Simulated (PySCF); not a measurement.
CH5ClFNSi, SMILES C(N)[Si@H](F)Cl.

Coordinates come from a PBE0-D3(BJ)/def2-SVP optimisation. The structure was generated by enumeration; whether it is a known compound was not checked. One conformer was computed; it need not be the lowest.

Computed with PBE0-D3(BJ)/def2-SVP (PySCF 2.14.0).

Frequencies are harmonic and unscaled.

Computed normal modes with their intensities:
```
mode  ν (cm⁻¹)  IR (km/mol)  Raman (Å⁴/amu)  depolarisation    moving atoms (share of kinetic energy)
----  --------  -----------  --------------  --------------  ----------------------------------------
1           77          1.1             0.0               –    H 30 %, N 29 %, C 13 %, F 12 %, Si 8 %
2          109          3.2             1.0            0.63  N 26 %, Cl 20 %, Si 18 %, H 15 %, F 14 %
3          216         11.8             1.3            0.64   F 41 %, H 17 %, Cl 13 %, N 11 %, C 11 %
4          249         40.7             0.9            0.68                   H 39 %, F 26 %, Si 22 %
5          298          0.1             6.0            0.38    Cl 30 %, N 26 %, H 14 %, C 14 %, F 9 %
6          321         28.6             1.6            0.74                           H 75 %, Si 10 %
7          563         90.4            10.5            0.18                   Si 46 %, Cl 36 %, H 9 %
8          673         11.4             7.3            0.49                            H 58 %, C 32 %
9          735        155.6             4.8            0.07                   Si 33 %, H 32 %, C 29 %
10         823        113.0             9.0            0.72                                    H 83 %
11         841        103.7             1.8            0.72                            H 72 %, N 17 %
12         843        138.9             7.6            0.73                            H 69 %, F 16 %
13         922        167.2             1.8            0.26                   Si 42 %, F 32 %, H 21 %
14        1079         12.4             1.0            0.69                                    H 96 %
15        1110          4.9             2.8            0.56                    C 43 %, N 36 %, H 21 %
16        1269          1.2             3.2            0.23                            H 70 %, C 27 %
17        1363          0.1             6.2            0.75                            H 82 %, N 10 %
18        1414          7.2            10.9            0.75                                    H 93 %
19        1638         23.4             7.0            0.64                                    H 92 %
20        2274        114.6           130.0            0.17                                    H 97 %
21        3061          8.6           113.7            0.11                                    H 94 %
22        3119          3.8            77.7            0.75                             H 91 %, C 9 %
23        3541          3.7            94.4            0.08                                    H 96 %
24        3630          7.8            49.9            0.75                             H 91 %, N 9 %
```
